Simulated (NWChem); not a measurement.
Species: Br anion

Program: NWChem. Level: M06-2X/aug-cc-pVDZ with COSMO at NWChem's default radii, gas-phase geometry; rows give the dielectric constant. Reactions with the solvent are ignored.

```
dielectric constant  electrostatic solvation energy (kcal/mol)
-------------------  -----------------------------------------
2.4                                                      -39.9
3.9                                                      -51.0
4.8                                                          …
20.7                                                     -65.5
78.4                                                     -68.0
```

Question: Fill in the missing entries.

Answer: 
- 4.8, electrostatic solvation energy (kcal/mol): -54.3
